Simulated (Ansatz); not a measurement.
Molecular dynamics of C4H9BO

The input (input.yaml):

```yaml
crystal:
  periodic: [false, false, false]
  atoms:
    - { symbol: C, position_ang: [0.546213, -1.252933, 1.239242] }
    - { symbol: C, position_ang: [1.430679, -1.097197, -0.024493] }
    - { symbol: B, position_ang: [0.685279, 0.089354, -0.838089] }
    - { symbol: O, position_ang: [0.014615, 0.302865, -2.047759] }
    - { symbol: C, position_ang: [-0.317989, 1.26122, -0.85973] }
    - { symbol: C, position_ang: [-1.758268, 1.259239, -0.111966] }
    - { symbol: H, position_ang: [0.690149, -2.108746, 1.899798] }
    - { symbol: H, position_ang: [-0.538015, -1.168521, 1.014561] }
    - { symbol: H, position_ang: [0.578157, -0.41221, 1.944444] }
    - { symbol: H, position_ang: [2.432372, -0.8384, 0.358716] }
    - { symbol: H, position_ang: [1.548901, -1.977358, -0.71268] }
    - { symbol: H, position_ang: [-0.244049, 2.301416, -1.193037] }
    - { symbol: H, position_ang: [-1.533741, 1.491233, 0.942396] }
    - { symbol: H, position_ang: [-2.477129, 1.984938, -0.512166] }
    - { symbol: H, position_ang: [-2.199913, 0.25322, -0.23391] }
magnetization:
  spin_polarized: true
basis:
  gaussian: { orbitals: STO-3G }
hamiltonian:
  xc: b3lyp
  dispersion: d4
md:
  timestep: 0.5
  n_steps: 245
  ensemble: nvt_langevin
  temperature: 700.0
  initial_velocities: maxwell_boltzmann
  seed: 102408
  friction: 0.001
  masses: [{ species: H, mass: 2.014 }]
```

Launched with:

```bash
$ ansatz run input.yaml --threads 1 --pin off --max-ram 2048MiB --backend cpu --events-out ev --progress --plain --runs-dir out
```

It goes on from the last frame of an earlier run, with new velocities.

Output, in part (step lines, the closing report, with atoms numbered from 0):

```
md step     0: t =     0.00 fs  T =   653.3 K  F+E_penalty+E_count = -6930.55183916 eV  E_kin = 1.266748 eV  (26 SCF iters)
[... lines left out ...]
Total energy: -6930.59973283 eV, -254.6948424524 hartree
Atom 0 at     0.707936    -0.984670     2.003797 Å, force     4.012559     1.433247     0.350355 eV/Å
Atom 1 at     0.921711    -1.230733     0.483408 Å, force     2.320295     2.264056    -0.385029 eV/Å
Atom 2 at     0.247672    -0.350575    -0.627882 Å, force    -1.039046     0.847652    -1.281230 eV/Å
Atom 3 at    -0.491189    -0.454301    -1.804673 Å, force     0.673611     0.047732     1.247050 eV/Å
Atom 4 at     0.019694     0.951775    -1.468161 Å, force    -0.680914    -0.795021     2.584255 eV/Å
Atom 5 at    -1.110707     2.022317    -1.227136 Å, force     1.745401    -0.255479    -1.279524 eV/Å
Atom 6 at     1.585085    -1.502428     2.615361 Å, force    -2.069293     1.240700    -1.419813 eV/Å
Atom 7 at    -0.203999    -1.414811     2.322388 Å, force    -1.844675    -0.302031     0.774722 eV/Å
Atom 8 at     0.790885     0.145643     2.149628 Å, force    -0.513574    -1.584440     0.475833 eV/Å
Atom 9 at     2.034649    -1.035809     0.278498 Å, force    -1.234128    -0.319422     0.294517 eV/Å
Atom 10 at     0.783656    -2.245919     0.294667 Å, force    -0.461624    -2.799781    -0.640640 eV/Å
Atom 11 at     0.748293     1.292570    -2.174978 Å, force     1.087936     0.372918    -0.935253 eV/Å
Atom 12 at    -1.014500     2.768620    -0.406576 Å, force     0.348088    -0.688259    -0.213673 eV/Å
Atom 13 at    -1.068301     2.528579    -2.200767 Å, force    -0.930449     0.718054     0.187165 eV/Å
Atom 14 at    -2.011702     1.449757    -1.142088 Å, force    -1.414186    -0.179925     0.241267 eV/Å
Dipole moment:     0.098323     0.040389     0.123832 e Å
```

The steps, from the saved trajectory:

```json
{"time (fs)": "0.0", "T (K)": "653", "potential energy less start (eV)": "0.000"}
{"time (fs)": "4.0", "T (K)": "508", "potential energy less start (eV)": "0.286"}
{"time (fs)": "8.0", "T (K)": "560", "potential energy less start (eV)": "0.182"}
{"time (fs)": "12.0", "T (K)": "564", "potential energy less start (eV)": "0.150"}
{"time (fs)": "16.0", "T (K)": "588", "potential energy less start (eV)": "0.078"}
{"time (fs)": "20.0", "T (K)": "672", "potential energy less start (eV)": "-0.061"}
{"time (fs)": "24.0", "T (K)": "462", "potential energy less start (eV)": "0.327"}
{"time (fs)": "28.0", "T (K)": "675", "potential energy less start (eV)": "-0.093"}
{"time (fs)": "32.0", "T (K)": "740", "potential energy less start (eV)": "-0.223"}
{"time (fs)": "36.0", "T (K)": "493", "potential energy less start (eV)": "0.304"}
{"time (fs)": "40.0", "T (K)": "778", "potential energy less start (eV)": "-0.222"}
{"time (fs)": "44.0", "T (K)": "728", "potential energy less start (eV)": "-0.095"}
{"time (fs)": "48.0", "T (K)": "574", "potential energy less start (eV)": "0.258"}
{"time (fs)": "52.0", "T (K)": "682", "potential energy less start (eV)": "0.084"}
{"time (fs)": "56.0", "T (K)": "636", "potential energy less start (eV)": "0.225"}
{"time (fs)": "60.0", "T (K)": "786", "potential energy less start (eV)": "-0.073"}
{"time (fs)": "64.0", "T (K)": "583", "potential energy less start (eV)": "0.280"}
{"time (fs)": "68.0", "T (K)": "676", "potential energy less start (eV)": "0.131"}
{"time (fs)": "72.0", "T (K)": "917", "potential energy less start (eV)": "-0.289"}
{"time (fs)": "76.0", "T (K)": "723", "potential energy less start (eV)": "0.020"}
{"time (fs)": "80.0", "T (K)": "795", "potential energy less start (eV)": "-0.143"}
{"time (fs)": "84.0", "T (K)": "638", "potential energy less start (eV)": "0.162"}
{"time (fs)": "88.0", "T (K)": "552", "potential energy less start (eV)": "0.217"}
{"time (fs)": "92.0", "T (K)": "721", "potential energy less start (eV)": "-0.079"}
{"time (fs)": "96.0", "T (K)": "638", "potential energy less start (eV)": "0.078"}
{"time (fs)": "100.0", "T (K)": "520", "potential energy less start (eV)": "0.258"}
{"time (fs)": "104.0", "T (K)": "610", "potential energy less start (eV)": "0.161"}
{"time (fs)": "108.0", "T (K)": "649", "potential energy less start (eV)": "0.070"}
{"time (fs)": "112.0", "T (K)": "775", "potential energy less start (eV)": "-0.161"}
{"time (fs)": "116.0", "T (K)": "606", "potential energy less start (eV)": "0.160"}
{"time (fs)": "120.0", "T (K)": "706", "potential energy less start (eV)": "-0.057"}
```

The run went to its last step. A run of 0.12 ps of so small a system gives no equilibrium averages. Limits of this set-up: minimal basis.

The same pairs are bonded in the first frame and the last. Pairs count as bonded within 1.25 times the sum of covalent radii (0.12 Å more for H–H).

Last frame:

```xyz
15
Properties=species:S:1:pos:R:3
C 0.708 -0.985 2.004
C 0.922 -1.231 0.483
B 0.248 -0.351 -0.628
O -0.491 -0.454 -1.805
C 0.020 0.952 -1.468
C -1.111 2.022 -1.227
H 1.585 -1.502 2.615
H -0.204 -1.415 2.322
H 0.791 0.146 2.150
H 2.035 -1.036 0.279
H 0.784 -2.246 0.295
H 0.748 1.293 -2.175
H -1.014 2.769 -0.407
H -1.068 2.529 -2.201
H -2.012 1.450 -1.142
```

Run time: 13 min on 1 thread of Intel(R) Xeon(R) Platinum 8488C (Sapphire Rapids), on a shared host, peak memory 0.17 GiB.
